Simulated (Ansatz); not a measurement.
Mulliken charges of `F[C]1=C(F)[Se][AlH]1` from ωB97M-V/def2-TZVPP in Ansatz (PBE0-D4/def2-TZVP geometry).

```
atom   x (Å)   y (Å)   z (Å)  charge (e)
  F1  -0.007  -0.953   1.940      -0.193
  C2   0.000  -0.328   0.758      -0.057
  C3   0.062  -0.987  -0.411       0.229
  F4   0.123  -2.294  -0.576      -0.152
 Se5   0.060   0.136  -2.007      -0.138
 Al6  -0.051   1.414  -0.050       0.354
  H7  -0.126   2.944   0.299      -0.043
```

Problem. By hand: the dipole of these point charges (1 e Å = 4.8032 D).

Solution. Σ q r = (-0.024, 0.680, -0.178) e Å, of length 0.703 e Å = 3.38 D.

Problem. How does the dipole of the full density compare? (Estimate.)

Solution. Computed: (-0.025, 0.551, 0.046) e Å, 2.66 D; the point charges give 1.27 times that, at 19° from its direction.

Point charges leave out the atoms' own dipoles, such as those of lone pairs, and Mulliken's split depends on the basis, so the two needn't agree.
